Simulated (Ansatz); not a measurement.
Reaction: H2S2 (SMILES SS) → H2S2+ (parent SMILES SS, doublet) + e-
Each species at its own B3LYP-D3(BJ)/def2-TZVP minimum (Ansatz, a first-principles code).

Total energies in hartree (Ansatz). Radicals and triplets start from unrestricted determinants; spin-orbit coupling is neglected. Cores are frozen in correlated methods. No relativity. The UHF reference of H2S2+ (parent SMILES SS, doublet) is spin-contaminated (<S^2> up to 0.03 over the pure value in the sets run). The spin of H2S2+ (parent SMILES SS, doublet) was assumed, and the state is the lowest solution found for it.

| species | HF/cc-pV(T+d)Z | CCSD(T)/cc-pV(T+d)Z | HF/cc-pV(Q+d)Z | CCSD(T)/cc-pV(Q+d)Z | CCSDT(Q)/cc-pV(T+d)Z |
|---|---|---|---|---|---|
| 1: H2S2 (SMILES SS) | -796.26498 | -796.67732 | -796.27249 | -796.71514 | -796.67948 |
| 2: H2S2+ (parent SMILES SS, doublet) | -795.96194 | -796.34997 | -795.96968 | -796.38373 | -796.35254 |

### Question
Work out the adiabatic ionisation energy (electronic) in eV: take Hartree-Fock from cc-pV(Q+d)Z, extrapolate the CCSD(T) correlation energy as X^-3 (X = 3, 4), and add CCSDT(Q) - CCSD(T) in cc-pV(T+d)Z. 1 hartree = 27.211 eV.

### Answer

Species 1: correlation (64·(-0.44265) - 27·(-0.41234))/37 = -0.46477; step -0.00216; E1 = -796.27249 + (-0.46477) + (-0.00216) = -796.73942
Species 2: correlation (64·(-0.41405) - 27·(-0.38803))/37 = -0.43304; step -0.00257; E2 = -795.96968 + (-0.43304) + (-0.00257) = -796.40529
-1·E1 +1·E2 = 0.33413 hartree = 9.09 eV.
